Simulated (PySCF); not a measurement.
**Kr²⁺ (krypton, charge +2): UHF calculation**

Configuration: [Ar] 3d10 4s2 4p4, high-spin 3P determinant. All numbers are calculated (PySCF 2.14, a scalar-relativistic core potential, in aug-cc-pV5Z-PP with ECP10MDF (8s7p6d4f3g2h, 136 functions)).

| Quantity | Value |
| --- | --- |
| Total energy | -460.867468 hartree |
| One-electron energy | -785.4460 hartree |
| Hartree (Coulomb) energy | 355.9379 hartree |
| Exchange energy | -31.3594 hartree |
| ⟨S²⟩ | 2.0081 |
| ⟨L²⟩ | 2.031 |
| Sum of ⟨r⟩ | 19.81 bohr |
| Sum of ⟨r²⟩ | 25.45 bohr² |
| Traceless quadrupole moment −½Σ⟨3z² − r²⟩ along its main axis | -1.35 e·bohr² |
| Time after the integrals | about 7 core-seconds |

| shell | electrons | mean orbital energy (hartree) | spread (hartree) | rms radius, mean of both spins (bohr) |
| --- | --- | --- | --- | --- |
| 3s α | 1 | -11.75449 | 0 | 0.567 |
| 3s β | 1 | -11.72779 | 0 | 0.567 |
| 3p α | 3 | -9.43158 | 0.03296 | 0.583 |
| 3p β | 3 | -9.40138 | 0.00326 | 0.583 |
| 3d α | 5 | -4.69543 | 0.03023 | 0.604 |
| 3d β | 5 | -4.67630 | 0.01262 | 0.604 |
| 4s α | 1 | -2.11436 | 0 | 1.62 |
| 4s β | 1 | -1.86285 | 0 | 1.62 |
| 4p α | 3 | -1.39328 | 0.08075 | 1.86 |
| 4p β | 1 | -1.29209 | 0 | 1.86 |

Energies and moments cover only the electrons outside the core potential.
